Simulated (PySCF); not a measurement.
A calculated (LC-wPBE, PySCF 2.14, dyall-av3z, scalar relativity by spin-free X2C-1e) atom or ion has these occupied shells.

| shell | electrons | orbital energy (eV) | rms radius, mean of both spins (bohr) |
| --- | --- | --- | --- |
| 1s α | 1 | -859.67 | 0.183 |
| 1s β | 1 | -858.69 | 0.183 |
| 2s α | 1 | -62.755 | 0.954 |
| 2s β | 1 | -60.159 | 0.954 |
| 2p α | 3 | -38.857 | 1.00 |
| 2p β | 2 | -36.879 | 1.00 |

Problem. Name the element and its charge.

Solution. Ne⁺ (neon, charge +1), in [He] 2s2 2p5, 2P determinant.
